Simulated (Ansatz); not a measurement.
One geometry of `CO[Si](Cl)(OC)[Se]C`, several functionals.

```yaml
crystal:
  periodic: [false, false, false]
  atoms:
    - {symbol: C, position_ang: [0.022535, 2.026420, -0.491235]}
    - {symbol: O, position_ang: [-0.331929, 1.040871, 0.459791]}
    - {symbol: Si, position_ang: [0.065199, -0.532620, 0.319833]}
    - {symbol: Cl, position_ang: [-0.797034, -1.367151, 1.981446]}
    - {symbol: O, position_ang: [1.663803, -0.802765, 0.306985]}
    - {symbol: C, position_ang: [2.554204, -0.548112, 1.375492]}
    - {symbol: Se, position_ang: [-0.671860, -1.448623, -1.593010]}
    - {symbol: C, position_ang: [-2.556841, -1.002675, -1.293165]}
    - {symbol: H, position_ang: [1.090425, 2.257453, -0.435935]}
    - {symbol: H, position_ang: [-0.211435, 1.699411, -1.509554]}
    - {symbol: H, position_ang: [-0.546132, 2.929078, -0.265162]}
    - {symbol: H, position_ang: [3.559615, -0.802747, 1.039855]}
    - {symbol: H, position_ang: [2.303345, -1.160225, 2.245996]}
    - {symbol: H, position_ang: [2.533519, 0.506196, 1.667232]}
    - {symbol: H, position_ang: [-2.927122, -1.531364, -0.417844]}
    - {symbol: H, position_ang: [-3.092050, -1.334721, -2.180519]}
    - {symbol: H, position_ang: [-2.677241, 0.071173, -1.170004]}
basis:
  gaussian: {orbitals: def2-TZVPP}
hamiltonian: {xc: {name: BLYP}, dispersion: d4}
output: {orbitals: {seedname: orbitals}}
```

```sh
$ ansatz run in.yaml --threads 4 --pin off --events-out ev --progress --plain --backend cuda
```

Output, abridged:

```
Functional definition: BLYP
2342 factors; their error is unknown
mean field evaluation 1: about -93084.2273 eV, gradient 1.1e2 eV
mean field evaluation 2: about -93004.7027 eV, gradient 2.2e2 eV
mean field evaluation 4: about -93107.3206 eV, gradient 2.1e1 eV
mean field evaluation 8: about -93108.1849 eV, gradient 1.9e-1 eV
mean field evaluation 16: about -93108.0973 eV, gradient 2.0e-3 eV
mean field -93108.09725405 eV, -3421.6594631512 hartree, gradient 7.8e-5 eV, S^2 0.000000; 0 other end points of the search recorded, 0 dependent functions left out
reference -93108.09775167 eV, -3421.6594814384 hartree; 54, 54 occupied and 359, 359 virtual orbitals, 2342 factors
Total energy: -93109.23824797 eV, -3421.7013939044 hartree
```

It took 17 s on 4 threads of an AMD EPYC 7R13 on a shared host and a share of an NVIDIA H100 80 GB, with 0.93 GiB of host memory at the peak.

With the line `hamiltonian: {xc: lda}` (abridged; 22 s):

```
Functional definition: SPW92
mean field evaluation 16: about -92885.2493 eV, gradient 2.2e-3 eV
mean field -92885.24928189 eV, -3413.4699512261 hartree, gradient 6.7e-5 eV, S^2 0.000000
Total energy: -92885.24933310 eV, -3413.4699531081 hartree
```

The same input with `hamiltonian: {xc: r2scan, dispersion: d4}` and forces (abridged; 19 s):

```
Functional definition: r2SCAN
mean field evaluation 16: about -93104.3255 eV, gradient 9.4e-3 eV
mean field -93104.32547004 eV, -3421.5208526457 hartree, gradient 5.4e-5 eV, S^2 0.000000
Total energy: -93104.46743172 eV, -3421.5260696412 hartree
Atom 0 force     0.076943     0.231907    -0.217507 eV/Å
Atom 1 force    -0.111296    -0.127482     0.231458 eV/Å
Atom 2 force    -0.002102    -0.033620    -0.029498 eV/Å
Atom 3 force    -0.032928    -0.026629     0.076544 eV/Å
Atom 4 force    -0.117434    -0.071602    -0.258764 eV/Å
Atom 5 force     0.200309     0.053961     0.236991 eV/Å
Atom 6 force     0.163498    -0.070155    -0.076497 eV/Å
Atom 7 force    -0.196332     0.045065     0.026502 eV/Å
Atom 8 force    -0.002145    -0.004533     0.000367 eV/Å
Atom 9 force    -0.000593     0.004016     0.007257 eV/Å
Atom 10 force     0.011207    -0.012830    -0.002646 eV/Å
Atom 11 force    -0.012799     0.004911     0.005182 eV/Å
Atom 12 force     0.000011     0.000300    -0.002939 eV/Å
Atom 13 force    -0.004430     0.003119     0.000122 eV/Å
Atom 14 force     0.008739     0.011183    -0.019014 eV/Å
Atom 15 force     0.018031     0.009064     0.023966 eV/Å
Atom 16 force     0.001323    -0.016671    -0.001524 eV/Å
Dipole moment:     0.048827     0.367558    -0.079746 e Å
```

Changing it to `hamiltonian: {xc: pbe0, dispersion: d4}` (abridged; 19 s):

```
Functional definition: PBE0
mean field evaluation 16: about -93086.5440 eV, gradient 5.4e-4 eV
mean field -93086.54398151 eV, -3420.8673949948 hartree, gradient 5.4e-5 eV, S^2 0.000000
Total energy: -93087.00940933 eV, -3420.8844991516 hartree
```

With the line `hamiltonian: {xc: {name: LC-wPBE}}` (abridged; 20 s):

```
Functional definition: LC-wPBE
mean field evaluation 16: about -93090.8608 eV, gradient 2.1e-4 eV
mean field -93090.86075802 eV, -3421.0260336057 hartree, gradient 4.8e-5 eV, S^2 0.000000
Total energy: -93090.86075803 eV, -3421.0260336060 hartree
```

The same input with `hamiltonian: {xc: pbe, dispersion: d4}` and forces (abridged; 18 s):

```
Functional definition: PBE
mean field evaluation 16: about -93082.0495 eV, gradient 1.9e-3 eV
mean field -93082.04949122 eV, -3420.7022255229 hartree, gradient 5.5e-5 eV, S^2 0.000000
Total energy: -93082.58695892 eV, -3420.7219770969 hartree
Atom 0 force     0.056459     0.166490    -0.148571 eV/Å
Atom 1 force    -0.287135     0.226910     0.405493 eV/Å
Atom 2 force    -0.236310    -0.253044    -0.064981 eV/Å
Atom 3 force    -0.146918    -0.124869     0.276328 eV/Å
Atom 4 force     0.264058    -0.203987    -0.407923 eV/Å
Atom 5 force     0.139657     0.041125     0.156312 eV/Å
Atom 6 force     0.243998    -0.199200    -0.305470 eV/Å
Atom 7 force    -0.086604     0.038697     0.035815 eV/Å
Atom 8 force     0.231256     0.067344    -0.006373 eV/Å
Atom 9 force    -0.042296    -0.056884    -0.234179 eV/Å
Atom 10 force    -0.116495     0.206094     0.037232 eV/Å
Atom 11 force     0.230840    -0.052716    -0.058527 eV/Å
Atom 12 force    -0.039586    -0.128287     0.208427 eV/Å
Atom 13 force     0.013021     0.229991     0.082662 eV/Å
Atom 14 force    -0.082214    -0.101384     0.175441 eV/Å
Atom 15 force    -0.103269    -0.067070    -0.177333 eV/Å
Atom 16 force    -0.038463     0.210789     0.025647 eV/Å
Dipole moment:     0.052195     0.347131    -0.084264 e Å
```
